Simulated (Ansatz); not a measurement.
Coupled-cluster run, H₆NSbSi (`N[SiH2][SbH2]`).

```yaml
crystal:
  periodic: [false, false, false]
  atoms:
    - {symbol: N, position_ang: [-0.727025, 0.662282, -1.287817]}
    - {symbol: Si, position_ang: [0.217518, 0.661564, 0.152379]}
    - {symbol: Sb, position_ang: [-0.491204, -1.410903, 1.508971]}
    - {symbol: H, position_ang: [-0.679219, -0.120080, -1.920446]}
    - {symbol: H, position_ang: [-0.868911, 1.524165, -1.790167]}
    - {symbol: H, position_ang: [-0.132936, 1.900911, 0.896305]}
    - {symbol: H, position_ang: [1.697944, 0.666299, -0.045213]}
    - {symbol: H, position_ang: [0.026745, -2.410574, 0.218905]}
    - {symbol: H, position_ang: [1.045588, -1.519966, 2.250082]}
basis:
  gaussian: {orbitals: def2-TZVPP}
correlation: {method: ccsd_t}
output: {orbitals: {seedname: orbitals}}
```

```sh
$ ansatz run in.yaml --threads 2 --pin off --events-out ev --progress --plain --max-ram 4352MiB
```

Log, shortened:

```
Functional definition: HF
1344 factors; integrals over basis functions are off by at most 1.1e-3 eV
mean field evaluation 1: about -15948.0089 eV, gradient 3.4e1 eV
mean field evaluation 2: about -15948.1938 eV, gradient 3.4e1 eV
mean field evaluation 4: about -15951.0010 eV, gradient 3.1e0 eV
mean field evaluation 8: about -15951.0521 eV, gradient 2.1e-1 eV
mean field evaluation 16: about -15951.0524 eV, gradient 2.0e-6 eV
mean field -15951.05236110 eV, -586.1903622588 hartree, gradient 2.0e-6 eV, S^2 0.000000; 0 other end points of the search recorded, 0 dependent functions left out
10 core orbitals not correlated: weight in the atoms' cores, before any rotation towards them, 1.000 or more for the frozen orbitals, at most 0.000 for the correlated occupied ones
reference -15951.05236110 eV, -586.1903622588 hartree; 15, 15 occupied and 182, 182 virtual orbitals, 1344 factors
second order -19.10933839 eV of doubles, -0.00000000 eV of singles
cycle   1  -19.28061258 eV  change   -1.7e-1 eV  update   1.0e-1
cycle   2  -19.81414959 eV  change   -5.3e-1 eV  update   2.9e-2
cycle   3  -19.88057414 eV  change   -6.6e-2 eV  update   1.4e-2
cycle   4  -19.86822725 eV  change    1.2e-2 eV  update   3.9e-3
cycle   5  -19.86803758 eV  change    1.9e-4 eV  update   1.6e-3
cycle   6  -19.86814997 eV  change   -1.1e-4 eV  update   4.8e-4
cycle   7  -19.86784245 eV  change    3.1e-4 eV  update   1.6e-4
cycle   8  -19.86783834 eV  change    4.1e-6 eV  update   5.8e-5
cycle   9  -19.86786567 eV  change   -2.7e-5 eV  update   2.1e-5
perturbative correction -0.65213367 eV, -0.0239654705 hartree
Total energy: -15971.57236044 eV, -586.9444583256 hartree
```

It took 2.1 min on 2 threads of an Arm Neoverse V1 on a shared host, with 2.9 GiB of host memory at the peak.

MP2 recovers 93.1 % of the CCSD(T) correlation energy and the triples give 3.2 %; T1 = 0.0128.
